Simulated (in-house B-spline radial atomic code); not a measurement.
## RPA and G0W0 on r2SCAN0: Cd

Configuration [Kr] 4d10 5s2, mean-field start r2SCAN0. Computed with a B-spline radial code for spherical atoms: all electrons, scalar-relativistic (spin-free one-electron X2C), finite nucleus, each spin shell either full or empty, empty states to l = 9 with an (l + 1/2)⁻⁴ tail; G0W0 by contour deformation at full frequency.

Command:
```bash
python run_gw.py task.json out
```
Settings (radii: box in bohr, nucleus in fm):
```
Z                        48
electrons                48
configuration            [Kr] 4d10 5s2
hamiltonian              x2c
method                   r2scan0
lmax                     9
rms_radius               4.6087
spin_polarised           False
box_radius               40
intervals                72
ion_configuration        [Kr] 4d10 5s1
```

Cost of the run: 7.2 s on 1 thread of Arm Neoverse V2 (shared host).

Energies (hartree):

| term | value |
| --- | --- |
| mean-field total | -5594.01767 |
| Hartree-Fock functional on these orbitals | -5591.37739 |
| direct second order | -4.2012 |
| second-order exchange | 1.162 |
| SOSEX correction | 1.0678 |

Question: What is the RPA correlation energy, and what remains with SOSEX?

Answer: RPA gives -3.6368 hartree (-2.06 eV per electron); RPA + SOSEX gives -2.569, and the second-order doubles -3.0392 hartree (no singles). SOSEX takes back 29 % of the RPA value.

Quasi-particle levels (eV):

| level | occupied | mean field | Σx - vxc | Σc | QP weight | G0W0 |
| --- | --- | --- | --- | --- | --- | --- |
| 5s | yes | -6.533 | -1.05 | ? | ? | ? |

G0W0 = mean field + (Σx - vxc) + Σc, with Σc (partial-wave tail included) taken at the quasi-particle energy. Only the outer levels were computed. Levels of low weight are left out.

Question: Where does G0W0 put 5s?

Answer: At -9.091 eV, with Σc = -1.51 eV and a quasi-particle weight of 0.910. The tabulated removal energy is 8.994 eV (NIST, measured); the calculation leaves out spin-orbit coupling, Breit and QED terms, and what these don't explain is the method's own error.

Question: What does it cost to remove one electron (to [Kr] 4d10 5s1) by differences of total energies, each species on its own start (correlation terms add to the Hartree-Fock functional)?

Answer: r2SCAN0 8.697 eV, Hartree-Fock functional 7.244 eV, + RPA 9.137 eV, + RPA + SOSEX 8.699 eV, + second order 9.962 eV. Tabulated: 8.994 eV (NIST, measured); the calculation leaves out spin-orbit coupling, Breit and QED terms, and what these don't explain is the method's own error.
